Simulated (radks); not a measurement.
Charge is removed step by step from the 5s level of the samarium ion Sm+, starting from [Xe] 4f6 6s1. Calculated with a radial shooting solver on a logarithmic mesh with Libxc functionals: scalar-relativistic Kohn-Sham, PBEsol, spin-unpolarised, spherical densities, point nucleus.

\begin{tabular}{lrrr}
removed (e) & E - E(0) (eV) & eigenvalue (eV) & E minus straight line (eV) \\ \hline
0 & 0.000 & -49.477 & 0.000 \\
0.125 & 6.274 & -50.976 & -0.682 \\
0.25 & 12.737 & -52.502 & -1.174 \\
0.375 & 19.392 & -54.051 & -1.474 \\
0.5 & 26.243 & -55.622 & -1.579 \\
0.625 & 33.291 & -57.214 & -1.487 \\
0.75 & 40.539 & -58.823 & -1.194 \\
0.875 & 47.989 & -60.450 & -0.699 \\
1 & 55.644 & -62.094 & 0.000 \\
\end{tabular}

Removing the whole electron costs 55.644 eV by Delta-SCF, against 49.477 eV from minus the eigenvalue at the starting occupation. Slater's transition state (half an electron removed) gives 55.622 eV. Integrating minus the eigenvalue over the occupation (Janak's theorem) gives 55.676 eV. In this scalar-relativistic scheme the density is built from large components alone, so the theorem holds only approximately. The mean slope of the eigenvalue, de/dn, is 12.6 eV per electron.
